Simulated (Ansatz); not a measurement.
`O[SiH2]C(O)[SiH3]` + `C#[C][GeH2][OH]` → `[OH][GeH2][C]#C[SiH3]` + `OC[SiH2]O`  (formal exchange of groups at the Si–C bond)

Program: Ansatz. Geometries: PBE0-D4/def2-TZVP. ΔE: electronic, gas phase. CCSD(T)/CBS adds triple-zeta CCSD(T) − MP2 to the extrapolated MP2 energy (def2 sets, frozen cores). DFT in def2-TZVPP. For Ge outer-core shells are correlated without core-valence functions, which leaves a few kJ/mol of doubt a bond. Scalar relativity is left out up to krypton. One conformer a species, not always the lowest.

| level | ΔE (kcal/mol) |
| --- | --- |
| PBE | -11.7 |
| HF/def2-TZVPP | -13.5 |

**Question.** What does CCSD(T)/CBS give? (An estimate is asked.)

**Answer.** The calculation gave: -10.7 kcal/mol. The listed levels differ from it by -1.0, -2.8 kcal/mol.

Largest T1 diagnostic among the species: 0.012.

The D4 term adds +1.5 kcal/mol with B3LYP and +0.8 kcal/mol with PBE0; it sums over pairs of atoms, weighted by their polarisabilities, and B3LYP, whose exchange is more repulsive, gets the larger term. In def2-TZVPP, CCSD(T) changes the Hartree–Fock value by +2.6 kcal/mol (the triples alone add +0.2 kcal/mol) and MP2 by +2.0 kcal/mol.

B3LYP here is the variant with VWN-RPA as its local correlation; programs differ in this.
